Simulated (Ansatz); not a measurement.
Ideal-gas functions of BF2HO, SMILES `OB(F)F` at 600 K and 1 bar, from an Ansatz frequency run at PBE0-D4/def2-TZVP.

Molar mass 65.82 g/mol, point group Cs (symmetry number 1), electronic degeneracy 1, moments of inertia 48.96, 50.125, 99.085 u Å². Harmonic wavenumbers (cm⁻¹, unscaled): 443, 478, 542, 687, 893, 1005, 1451, 1509, 3902.

Use S(trans) = R[1.5 ln M + 2.5 ln T − 1.1517]; rotational temperatures θ = 24.2544 K / I; S(rot) = R[ln(√π/σ · √(T³/θAθBθC)) + 1.5]; for each mode x = 1.438777 ν̃/T, S = R[x/(eˣ − 1) − ln(1 − e⁻ˣ)] and H = RT x/(eˣ − 1); 1 cm⁻¹ = 0.0119627 kJ/mol; R = 8.31446 J/(mol·K).

**Question.** By hand: the entropy, in J/(mol·K).

**Answer.** Translation 175.6. Rotation: θ = 0.4954, 0.4839, 0.2448 K, giving 108.8. Vibration, mode by mode: 8.19, 7.62, 6.70, 5.04, 3.41, 2.76, 1.18, 1.06, 0.01, in all 36.0. Electronic 0.0. Sum 320.4 J/(mol·K).

**Question.** By hand: H − E and G − E in kJ/mol, counted from the electronic energy.

**Answer.** Zero-point energy ½ × 10910 × 0.0119627 = 65.3; thermal vibration 13.5; translation, rotation and pV give 4 RT = 20.0. H − E = 98.8 kJ/mol, and G − E = 98.8 − 600 × 320.4/1000 = -93.4 kJ/mol.

Vibration gives 11 % of the entropy. The sum counts one conformer and one mirror image; others add a mixing term.
